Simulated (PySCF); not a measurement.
# Fe(NH2)3: what the settings change

Fe(NH2)3 holds Fe(III), d5, at total charge 0. The structure is a PBE0-D3(BJ)/def2-TZVP geometry optimised for multiplicity 6; coordination trigonal planar, point group D3h, metal–donor distances 1.86 Å.

```
10

Fe    0.0000    0.0000    0.0000
N     1.8586    0.0000    0.0000
H     2.4441    0.8224    0.0000
H     2.4441   -0.8223    0.0000
N    -0.9293    1.6096    0.0000
H    -1.9342    1.7054    0.0000
H    -0.5099    2.5278    0.0000
N    -0.9293   -1.6096    0.0000
H    -0.5098   -2.5278    0.0000
H    -1.9342   -1.7055    0.0000
```

Method (PySCF 2.14, density fitting): CASSCF(5,5) with orbitals averaged over all microstates of the shell, strongly contracted NEVPT2 on the averaged canonical orbitals; basis x2c-TZVPall on the metal, x2c-SVPall elsewhere; spin-free X2C; gas phase; spin-orbit coupling by state interaction with the mean-field operator over all roots.

Base run: NEVPT2 ground state 6A1', next 4E' at 23805, then 4E'' at 23875 cm⁻¹, B(CASSCF) 1042, ζ 403 cm⁻¹, D -0.26 cm⁻¹, g 2.002 2.002 2.002, μeff(300 K) 5.92 μB.

(1) What happens with the basis x2c-TZVPall on all atoms?

(2) What happens with orbitals averaged over the highest spin alone?

NEVPT2 on the d shell alone tends to put d–d bands too high for such charged or covalently bound ions.

Results:

(1) NEVPT2 ground state 6A1', next 4E' at 23683, then 4E'' at 24353 cm⁻¹, B(CASSCF) 1045, ζ 403 cm⁻¹, D -0.26 cm⁻¹, g 2.002 2.002 2.002, μeff(300 K) 5.92 μB. It took 9.9 s against 7.9 s on a shared host of the same kind.

(2) NEVPT2 ground state 6A1', next 4E' at 25975, then 4E'' at 27066 cm⁻¹, B(CASSCF) 1145, ζ 433 cm⁻¹, D -0.27 cm⁻¹, g 2.002 2.002 2.002, μeff(300 K) 5.92 μB.
